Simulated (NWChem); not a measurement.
System: MgHF; SMILES [F][MgH]

```xyz
3

Mg    -0.0009    -0.5924     0.0000
H     -0.0055    -2.2802     0.0000
F      0.0008     1.1687     0.0000
```
Atoms are numbered in this order, from 1.

All runs use the structure optimised with PBE0/def2-SVP.

Question: List the 4 lowest vertical singlet excitations from PBE/def2-SVPD, TDA (NWChem).

Answer: 
| state | energy (eV) | oscillator strength | leading excitation (squared amplitude) |
|---|---|---|---|
| S1 | 6.32 | 0.089 | HOMO → LUMO+2 (0.74) |
| S2 | 6.32 | 0.089 | HOMO → LUMO+1 (0.74) |
| S3 | 6.51 | 0.167 | HOMO−1 → LUMO (0.75) |
| S4 | 6.51 | 0.167 | HOMO−2 → LUMO (0.75) |
